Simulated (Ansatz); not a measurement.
`[NH]=[Mo](=[NH])([F])[Cl]` + H₂O → `[NH]=[Mo](=[NH])([OH])[F]` + HCl  (formal hydrolysis of a Mo–Cl bond)

Isolated molecules relaxed with PBE0-D4/def2-TZVP in Ansatz; ΔE leaves out vibrations. CCSD(T)/CBS is the MP2 limit (def2-TZVPP, def2-QZVPP) plus CCSD(T) − MP2 in def2-TZVPP, frozen cores. This one scheme is used for every species. DFT in def2-TZVPP. HSE06 is defined as in plane-wave codes. Elements past krypton have def2 core potentials. For Mo outer-core shells are correlated without core-valence functions, which leaves a few kJ/mol of doubt a bond. Each species was taken in one conformer, which may not be the lowest.

**Question.** Is it downhill or uphill in electronic energy at CCSD(T)/CBS, and by how much? (Estimate.)

**Answer.** The calculation gave: Uphill: ΔE = +48.1 kJ/mol.

**Question.** What do these levels give: LDA (SPW92), PBE0-D4, ωB97M-V, HSE06, RPA@PBE/def2-TZVPP, HF/def2-SVP? (Estimate.)

**Answer.** The calculation gave: LDA (SPW92) 33.0, PBE0-D4 42.9, ωB97M-V 38.0, HSE06 41.8, RPA@PBE/def2-TZVPP 36.6, HF/def2-SVP 37.8 kJ/mol.

Largest T1 diagnostic among the species: 0.022, so the coupled-cluster value is less sure than usual.

At CCSD(T), def2-SVP lies −13.6 kJ/mol from the extrapolated value and def2-TZVPP −6.1 kJ/mol. From PBE to PBE0 (25 % exact exchange), in def2-TZVPP and without D4, ΔE moves by +4.4 kJ/mol.
